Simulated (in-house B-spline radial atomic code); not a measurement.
Computed with a B-spline radial atomic code. Model: two electrons, singlet ground state, non-relativistic, full CI in B-splines with partial waves to l = 8 (at full coupling up to 3e-4 hartree above the limit, correlation up to 0.6 % small), density held at that of full coupling by Lieb maximisation.

Along the adiabatic connection the electron repulsion is scaled by a coupling λ while a local potential keeps the density fixed. At λ = 0 the system is the Kohn-Sham one and W equals the exchange energy; the exchange-correlation energy is the area under W between 0 and 1. The kinetic energy rises with λ as the electrons avoid each other, with dT/dλ = −λ dW/dλ.

Command:
```bash
python run_ac.py task.json out
```
Settings (lengths in bohr, energies in hartree):
```
potential              gauss
strength               13.8
lmax                   8
second                 4.16
```

Time taken, with all properties: 21 s on 1 thread of Intel(R) Xeon(R) Processor @ 2.30GHz (shared host).

**W = mean repulsion less Hartree energy, and W of three functionals.**

Given: confinement Gaussian well; well depth 13.8 hartree; well width 4.16 bohr; external potential -V exp(-r^2/w^2).

Computed: PBE exchange minus exact 34.845 millihartree; SCAN exchange minus exact 2.6068 millihartree.

```json
{"coupling": "0", "W xc (hartree)": "-0.81808", "W xc minus exchange (millihartree)": "0", "kinetic minus Kohn-Sham (millihartree)": "0", "LDA (PW92) W minus its exchange (millihartree)": "0", "PBE W minus its exchange (millihartree)": "0", "SCAN W minus its exchange (millihartree)": "0"}
{"coupling": "0.02", "W xc (hartree)": "-0.82006", "W xc minus exchange (millihartree)": "-1.981", "kinetic minus Kohn-Sham (millihartree)": "0.02", "LDA (PW92) W minus its exchange (millihartree)": "-11.49", "PBE W minus its exchange (millihartree)": "-3.24", "SCAN W minus its exchange (millihartree)": "-1.89"}
{"coupling": "0.05", "W xc (hartree)": "-0.82299", "W xc minus exchange (millihartree)": "-4.91", "kinetic minus Kohn-Sham (millihartree)": "0.12", "LDA (PW92) W minus its exchange (millihartree)": "-23.34", "PBE W minus its exchange (millihartree)": "-7.86", "SCAN W minus its exchange (millihartree)": "-4.66"}
{"coupling": "0.12", "W xc (hartree)": "-0.82963", "W xc minus exchange (millihartree)": "-11.552", "kinetic minus Kohn-Sham (millihartree)": "0.69", "LDA (PW92) W minus its exchange (millihartree)": "-44.21", "PBE W minus its exchange (millihartree)": "-17.84", "SCAN W minus its exchange (millihartree)": "-10.85"}
{"coupling": "0.25", "W xc (hartree)": "-0.84128", "W xc minus exchange (millihartree)": "-23.204", "kinetic minus Kohn-Sham (millihartree)": "2.83", "LDA (PW92) W minus its exchange (millihartree)": "-72.9", "PBE W minus its exchange (millihartree)": "-34.19", "SCAN W minus its exchange (millihartree)": "-21.6"}
{"coupling": "0.4", "W xc (hartree)": "-0.85371", "W xc minus exchange (millihartree)": "-35.635", "kinetic minus Kohn-Sham (millihartree)": "6.86", "LDA (PW92) W minus its exchange (millihartree)": "-98.4", "PBE W minus its exchange (millihartree)": "-50.61", "SCAN W minus its exchange (millihartree)": "-33.02"}
{"coupling": "0.6", "W xc (hartree)": "-0.86877", "W xc minus exchange (millihartree)": "-50.697", "kinetic minus Kohn-Sham (millihartree)": "14.36", "LDA (PW92) W minus its exchange (millihartree)": "-125.59", "PBE W minus its exchange (millihartree)": "-69.62", "SCAN W minus its exchange (millihartree)": "-46.9"}
{"coupling": "0.8", "W xc (hartree)": "?", "W xc minus exchange (millihartree)": "?", "kinetic minus Kohn-Sham (millihartree)": "?", "LDA (PW92) W minus its exchange (millihartree)": "?", "PBE W minus its exchange (millihartree)": "?", "SCAN W minus its exchange (millihartree)": "?"}
{"coupling": "1", "W xc (hartree)": "-0.89453", "W xc minus exchange (millihartree)": "-76.453", "kinetic minus Kohn-Sham (millihartree)": "34.79", "LDA (PW92) W minus its exchange (millihartree)": "-166.99", "PBE W minus its exchange (millihartree)": "-100.9", "SCAN W minus its exchange (millihartree)": "-71"}
{"coupling": "1.4", "W xc (hartree)": "-0.91564", "W xc minus exchange (millihartree)": "-97.567", "kinetic minus Kohn-Sham (millihartree)": "59.99", "LDA (PW92) W minus its exchange (millihartree)": "-198.35", "PBE W minus its exchange (millihartree)": "-126.06", "SCAN W minus its exchange (millihartree)": "-91.28"}
{"coupling": "2", "W xc (hartree)": "-0.9409", "W xc minus exchange (millihartree)": "-122.83", "kinetic minus Kohn-Sham (millihartree)": "102.6", "LDA (PW92) W minus its exchange (millihartree)": "-234.44", "PBE W minus its exchange (millihartree)": "-156.25", "SCAN W minus its exchange (millihartree)": "-116.42"}
{"coupling": "3", "W xc (hartree)": "-0.97153", "W xc minus exchange (millihartree)": "-153.45", "kinetic minus Kohn-Sham (millihartree)": "178.22", "LDA (PW92) W minus its exchange (millihartree)": "-277.76", "PBE W minus its exchange (millihartree)": "-193.84", "SCAN W minus its exchange (millihartree)": "-148.44"}
{"coupling": "4.5", "W xc (hartree)": "-1.0019", "W xc minus exchange (millihartree)": "-183.83", "kinetic minus Kohn-Sham (millihartree)": "290.44", "LDA (PW92) W minus its exchange (millihartree)": "-321.73", "PBE W minus its exchange (millihartree)": "-233.17", "SCAN W minus its exchange (millihartree)": "-181.97"}
{"coupling": "7", "W xc (hartree)": "?", "W xc minus exchange (millihartree)": "?", "kinetic minus Kohn-Sham (millihartree)": "?", "LDA (PW92) W minus its exchange (millihartree)": "?", "PBE W minus its exchange (millihartree)": "?", "SCAN W minus its exchange (millihartree)": "?"}
{"coupling": "10", "W xc (hartree)": "-1.0543", "W xc minus exchange (millihartree)": "-236.22", "kinetic minus Kohn-Sham (millihartree)": "645.55", "LDA (PW92) W minus its exchange (millihartree)": "-403.79", "PBE W minus its exchange (millihartree)": "-308.7", "SCAN W minus its exchange (millihartree)": "-241.61"}
```

(1) What belongs in the row 0.8?

(2) What belongs in the row 7?

(3) What is the LDA exchange minus exact?

**Energy parts, natural occupations and partial-wave weights.**

Computed: total energy -23.1181 hartree; exchange energy -0.81808 hartree; correlation energy -0.041662 hartree; initial slope twice GL2 -0.099625 hartree; kinetic part over minus potential part 0.45506; Hartree energy 1.6362 hartree; Lieb Oxford ratio E_xc over LDA exchange 1.229.

```csv
natural,occupation of the shell (electrons)
s,1.9762
p,?
s,0.0012642
d,0.00071286
p,0.00015846
f,8.7153e-05
```

(4) What belongs in the row p?

```json
{"wave": "s", "weight": "0.98874"}
{"wave": "p", "weight": "0.010826"}
{"wave": "d", "weight": "?"}
{"wave": "f", "weight": "4.8096e-05"}
{"wave": "g", "weight": "1.07e-05"}
```

(5) What belongs in the row d?

(6) What is the kinetic part of the DFT correlation energy?

(7) What is the Kohn-Sham kinetic?

Results:

(1) W xc (hartree): -0.88231; W xc minus exchange (millihartree): -64.237; kinetic minus Kohn-Sham (millihartree): 23.82; LDA (PW92) W minus its exchange (millihartree): -147.94; PBE W minus its exchange (millihartree): -86.2; SCAN W minus its exchange (millihartree): -59.5.

(2) W xc (hartree): -1.0325; W xc minus exchange (millihartree): -214.38; kinetic minus Kohn-Sham (millihartree): 462.53; LDA (PW92) W minus its exchange (millihartree): -368.33; PBE W minus its exchange (millihartree): -275.78; SCAN W minus its exchange (millihartree): -216.88.

(3) 118.56 millihartree.

(4) occupation of the shell (electrons): 0.021484.

(5) weight: 0.00037285.

(6) 0.034791 hartree.

(7) 1.5816 hartree.

Half-way to full coupling W has made 56 % of its drop, against 50 % for a straight line, and second-order (GL2) theory, half the initial slope, overshoots the correlation energy by about 20 %: a moderate bend, as in light atoms. Over couplings 0 to 1 the errors in E_xc come to about +55 millihartree for LDA, +19 millihartree for PBE, +5.6 millihartree for SCAN, so SCAN is nearest. In LDA and PBE the errors of exchange and correlation have opposite signs, so the sum is smaller than the larger of the two.
